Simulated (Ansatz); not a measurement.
CH$_{7}$Al$_{2}$NSi. Total charge 0; spin multiplicity 1. The bonds changed during the relaxation, so this is another structure than the one it started from. All single points use the PBE0-D4/def2-TZVP geometry. It is one conformer, not always the lowest.

```xyz
12

C    -0.758    2.067    0.217
N    -0.188    0.972   -0.028
Al   -0.313   -0.474   -1.315
Si   -0.210   -2.059    0.527
Al    1.241   -0.115    0.706
H    -0.458    2.700    1.058
H    -1.581    2.441   -0.402
H    -0.771   -0.108   -2.787
H    -1.355   -2.294    1.450
H     0.479   -3.345    0.226
H     1.464   -0.420   -1.052
H     2.451    0.636    1.402
```

What is the dipole moment at ωB97M-V/def2-TZVPP? (An estimate is asked.)

The calculation gave: 3.28 D, with components (-1.18, 3.03, 0.37) D in this frame, pointing from negative to positive charge.

And with PBE, r2SCAN, B3LYP? (An estimate is asked.)

Computed: PBE 2.82 D, r2SCAN 2.98 D, B3LYP 3.05 D.

Give the Mulliken charges with ωB97M-V, r2SCAN, PBE in def2-TZVPP. (Estimate.)

Computed: 
```tsv
atom	ωB97M-V	r2SCAN	PBE
C1	-0.05	0.04	-0.07
N2	-0.18	-0.18	-0.06
Al3	0.25	0.34	0.23
Si4	-0.13	-0.09	-0.10
Al5	0.25	0.34	0.23
H6	0.12	0.08	0.10
H7	0.12	0.08	0.10
H8	-0.09	-0.14	-0.11
H9	-0.04	-0.08	-0.06
H10	-0.03	-0.07	-0.05
H11	-0.13	-0.17	-0.11
H12	-0.09	-0.14	-0.11
```

B3LYP here is the variant with VWN-RPA as its local correlation; programs differ in this.
